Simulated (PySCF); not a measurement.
**Complete the spectrum of C3H7ClO3Si**

Compound: C3H7ClO3Si.
Cartesian coordinates in Å at the GFN2-xTB level; atoms count from 1:
```xyz
15
C3H7ClO3Si angstrom
C     -3.0332   -0.5754   -0.5524
O     -1.6409   -0.5412   -0.4179
Si    -0.7554    0.3725    0.5672
Cl    -1.1543    2.3207    0.3197
O      0.7175    0.0310   -0.0742
C      1.8970    0.2210    0.5163
C      3.0474   -0.1227   -0.3861
O      1.9973    0.6296    1.6390
H     -3.4300    0.4266   -0.7258
H     -3.4921   -0.9836    0.3495
H     -3.2692   -1.2149   -1.4019
H     -0.8720    0.0065    1.9649
H      2.7414   -0.8616   -1.1203
H      3.3582    0.7823   -0.9062
H      3.8837   -0.4828    0.2062
```

The calculation used PySCF 2.14.0, density-fitted response routines, TDDFT B3LYP/def2-SVPD, vertical, gas phase, core orbitals frozen in the response.

Orbital energies (eV): HOMO-3 -9.21, HOMO-2 -9.00, HOMO-1 -8.61, HOMO -7.97, LUMO -0.48, LUMO+1 0.16, LUMO+2 0.37.

Lowest singlets, with some entries withheld (?).

| state | E (eV) | f | main configurations (H = HOMO, L = LUMO) |
| --- | --- | --- | --- |
| S1 | 5.70 | 0.0007 | H→L (94%) |
| S2 | 7.34 | 0.0090 | H-1→L (72%), H→L+1 (15%) |
| S3 | 7.39 | 0.021 | H→L+2 (64%), H→L+1 (33%) |
| S4 | 7.46 | 0.031 | H→L+1 (40%), H→L+2 (27%), H-1→L (18%) |
| S5 | ? | 0.015 | H-2→L (46%), H→L+3 (33%) |
| S6 | ? | 0.0008 | H→L+3 (47%), H-1→L+1 (21%), H-3→L (16%) |
| S7 | ? | 0.018 | H-1→L+1 (55%), H-2→L (24%), H→L+3 (10%) |
| S8 | ? | 0.045 | H-3→L (44%), H-4→L (18%), H-2→L (16%) |

Supply the missing values.

- S5: E = 7.70 eV
- S6: E = 7.74 eV
- S7: E = 7.76 eV
- S8: E = 7.85 eV

How far apart are S6 and S7, in eV and cm⁻¹?

7.757 − 7.737 = 0.020 eV, or about 160 cm⁻¹.

What is the mean static polarisability from the same response equations?

82.9 au (12.28 Å³), with principal values 73.0, 79.6 and 96.0 au.

Where do the lowest triplets lie (Tamm–Dancoff)?

T1 5.21 eV, H→L (92%); T2 6.22 eV, H-3→L (42%), H-4→L (34%); T3 7.25 eV, H-1→L (57%), H→L+1 (11%), H→L+2 (11%). E(S1) − E(T1) = +0.49 eV.

One conformer stands for the species.
